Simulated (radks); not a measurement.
Question: These are the eigenvalues of the occupied orbitals of an atom or ion with whole-number occupations (eV). Calculated with a radial shooting solver on a logarithmic mesh with Libxc functionals: scalar-relativistic Kohn-Sham, LDA (Slater exchange, VWN5 correlation), spin-polarised, spherical densities, finite nucleus; Fermi nuclear charge, rms radius of each element as measured or else 0.836 A^(1/3) + 0.57 fm.

orbital  eigenvalue
1s up     -34541.46
1s down   -34541.42
2s up     -5552.628
2s down   -5551.358
2p up     -5006.778
2p down   -5005.754
3s up     -1295.945
3s down   -1295.079
3p up     -1119.630
3p down   -1118.702
3d up     -857.9927
3d down   -856.7869
4s up     -389.7335
4s down   -386.0730
4p up     -331.9623
4p down   -328.3295
4d up     -246.4362
4d down   -242.9125

Which element is it, and in what charge state? The configuration may be excited. Open shells, if any, are filled with parallel spins first.

Answer: Z = 54, xenon, charge +11: Xe11+ in [Kr] 4d7. The list shows which subshells hold electrons but not how many an open one holds; the 1s level, -1269.4 hartree, gives Z - s = 50.4 by -(Z - s)^2/2, which with screening and relativity narrows Z to a few neighbours, and the depths of the outer levels then fix element, charge and occupations together.
